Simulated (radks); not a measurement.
Values are calculated unless marked as measured or tabulated.
Excited configurations of Al+: one electron is placed in a higher orbital outside [Ne] 3s1. The ground configuration is [Ne] 3s2. Level of theory: scalar-relativistic Kohn-Sham, PBE, spin-polarised, spherical densities, finite nucleus; open shells are filled with parallel spins first; Fermi nuclear charge, rms radius 3.061 fm (a radial shooting solver on a logarithmic mesh with Libxc functionals). Excitation = E - E(ground); binding = E(ion) - E, where the ion is the core of charge +2; n* = 2/sqrt(2 binding) in atomic units, and the quantum defect is n - n*.

outer orbital,excitation (eV),binding (eV),quantum defect,eigenvalue (eV)
3p,4.656,14.137,1.038,-10.478
4s,11.049,7.744,1.349,-6.154
4f,15.166,3.627,0.126,-2.611
5p,15.166,3.627,1.126,-2.877
7s,16.901,1.892,1.636,-1.561
7p,17.096,1.696,1.336,-1.397

The Delta-SCF ionisation energy is 18.793 eV (NIST Atomic Spectra Database: 18.829 eV, measured). Self-interaction in the functional shifts the binding energies and quantum defects, so they are the method's values and not measured ones.
